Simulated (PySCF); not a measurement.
Spectrum to structure. Method: TDDFT CAM-B3LYP/def2-SVPD, vertical, gas phase, core orbitals frozen in the response in PySCF. Geometries: PBE0-D3(BJ)/def2-SVP, one conformer each. Relativistic effects are left out although some hold elements past zinc.

```tsv
state	ν̃ (cm⁻¹)	f	main configurations (H = HOMO, L = LUMO)
S1	47080	0.0035	H-1→L (95%)
S2	51870	0.368	H→L (96%)
S3	58340	0.0038	H→L+1 (69%), H→L+2 (26%)
S4	60870	0.0040	H-4→L (33%), H-6→L (32%), H-2→L (23%)
S5	62690	0.013	H-2→L (65%), H-4→L (9%)
S6	63710	0.0082	H→L+3 (49%), H→L+2 (17%)
S7	64050	0.0009	H-1→L+1 (70%), H-1→L+2 (22%)
S8	64440	0.023	H→L+2 (45%), H→L+3 (22%), H→L+1 (21%)
S9	66550	0.021	H-4→L (44%), H-6→L (33%), H-3→L (14%)
S10	66880	0.034	H-3→L (68%), H-6→L (18%)
```

Orbital energies (eV): HOMO-3 -11.15, HOMO-2 -10.87, HOMO-1 -9.87, HOMO -9.26, LUMO -0.02, LUMO+1 1.07, LUMO+2 1.42.

Problem. Which candidate is it?
A. `C[CH2][AlH][CH2]C`
B. `[SiH3]/C=C\[SiH3]`
C. `C=[CH][GaH2]`

Solution. B. Its S1, at 5.84 eV, is the highest among the candidates; the nearest of the others has S1 at 4.99 eV. S1 is HOMO-1→LUMO (95%). Löwdin shares by element: HOMO carbon 66%, silicon 14% (atoms not listed hold the other 19%); LUMO carbon 59%, silicon 22% (atoms not listed hold the other 19%). At the same level the other candidates give, for their lowest levels:
- `[H][Al]([CH2]C)[CH2]C`: 4.99 eV (f 0.000); 5.42 eV (f 0.003); 6.31 eV (f 0.051); 6.87 eV (f 0.012); 7.37 eV (f 0.028); T1 4.73 eV; HOMO -8.48, LUMO 0.06 eV
- `[H][Ga]([H])[CH]=C`: 4.87 eV (f 0.002); 5.29 eV (f 0.000); 5.85 eV (f 0.176); 6.90 eV (f 0.008); 7.67 eV (f 0.083); T1 3.92 eV; HOMO -9.44, LUMO -0.83 eV
Triplets come from the Tamm–Dancoff approximation.
